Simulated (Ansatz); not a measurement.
**Relative stability**

The two ends of one reaction step of AlH3Cl2O2, closed shell (PBE0-D4/def2-TZVP).

A:

Al1  (0.627, -0.731, 0.393)
H2  (-2.240, 0.699, -0.082)
Cl3  (0.262, -1.798, -1.361)
Cl4  (-0.325, -1.261, 2.156)
H5  (-2.193, 0.277, -0.697)
O6  (2.033, 0.324, 0.420)
O7  (0.830, 1.127, 0.047)
H8  (1.005, 1.363, -0.876)
(Å)

B:

```
8
angstrom
Al -0.7147 -0.8014 0.2090
H -2.0548 -0.4963 0.9554
Cl -0.7179 -1.7986 -1.6598
Cl 1.0207 -1.1613 1.4186
H 0.4297 0.7398 -1.3971
O -0.0436 0.8901 -0.5624
O 0.8406 1.6633 0.2352
H 1.2399 0.9643 0.8011
```

Ansatz 0.2.0; basis: def2-TZVPP; cores frozen in the correlated methods. B3LYP uses VWN-RPA correlation.

**Question.** Which structure is lower at CCSD(T), and by how much? (An estimate is asked for; the value comes from the calculation.)

**Answer.** The calculation gives: A, by 28.1 kJ/mol (electronic energy, against the other). By their contacts, A is a complex of AlHCl₂O₂ ([Cl][Al]1([Cl])[O][OH]1) + H₂ and B is AlH₃Cl₂O₂ ([OH][OH][AlH]([Cl])[Cl]).

**Question.** Do the other methods give the same order? (A judgement: the text doesn't fix the answer.)

**Answer.** Computed: Not all: SPW92 gives the other order.

```
      method  E(B) − E(A) (kJ/mol)
       SPW92                 -11.3
      PBE-D4                  17.0
     BLYP-D4                  28.8
   r2SCAN-D4                  25.6
      B97M-V                  18.0
     PBE0-D4                  10.7
    B3LYP-D4                  22.0
  r2SCAN0-D4                  17.9
    BHLYP-D4                  15.1
CAM-B3LYP-D4                  15.7
     wB97X-V                  16.7
     wB97M-V                  18.2
      B2PLYP                  27.7
    PBE-QIDH                  16.1
  RPA on PBE                  34.4
          HF                  19.9
         MP2                  30.2
        CCSD                  25.0
     CCSD(T)                  28.1
```

No T1 diagnostic of these runs exceeds 0.012.

Labels in which every atom is bracketed show which atoms are joined, not bond orders.

For scale, one of the runs: CCSD(T)/def2-TZVPP, 230 basis functions, launched by `ansatz run in.yaml --threads 4 --pin off --events-out ev --progress --plain --max-ram 9574MiB`. Hardware: 4 CPU threads of an Intel Xeon, shared host. Wall time 2.2 min; peak host memory 3.7 GiB.
